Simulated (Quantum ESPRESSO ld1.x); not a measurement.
Results of a calculation; reference values are marked as such.
Task: Species: W11+. Configuration: [Kr] 4d10 4f13 5s2 5p2. Level of theory: scalar-relativistic Kohn-Sham, LDA (Slater exchange, VWN5 correlation), spin-polarised, spherical densities, point nucleus; open shells are filled with parallel spins first (ld1.x of Quantum ESPRESSO 7.5). Some entries of the table are withheld. Estimate them.

| orbital | occ. | eigenvalue (eV) | r(max) (bohr) |
|---|---|---|---|
| 1s up | 1 | -69644.5 | 0.011 |
| 1s down | 1 | -69644.2 | 0.011 |
| 2s up | 1 | -12189.3 | 0.066 |
| 2s down | 1 | -12189.1 | 0.066 |
| 2p up | 3 | -10689.4 | 0.054 |
| 2p down | 3 | -10689.2 | 0.054 |
| 3s up | 1 | -2961.23 | 0.185 |
| 3s down | 1 | -2960.39 | 0.185 |
| 3p up | 3 | -2517.12 | 0.183 |
| 3p down | 3 | -2516.26 | 0.183 |
| 3d up | 5 | -2005.61 | 0.149 |
| 3d down | 5 | -2004.90 | 0.149 |
| 4s up | 1 | -767.467 | 0.421 |
| 4s down | 1 | -765.974 | 0.421 |
| 4p up | 3 | -621.251 | 0.442 |
| 4p down | 3 | -619.749 | 0.442 |
| 4d up | 5 | -435.857 | 0.449 |
| 4d down | 5 | -434.284 | 0.449 |
| 5s up | 1 | (1) | 0.923 |
| 5s down | 1 | (2) | 0.923 |
| 4f up | 7 | -228.736 | 0.421 |
| 4f down | 6 | -226.904 | 0.421 |
| 5p up | 2 | -217.312 | (3) |
| 5p down | 0 | -214.081 | (4) |

Result: 
(1) 5s up eigenvalue (eV): -259.913
(2) 5s down eigenvalue (eV): -256.760
(3) 5p up r(max) (bohr): 1.02
(4) 5p down r(max) (bohr): 1.02
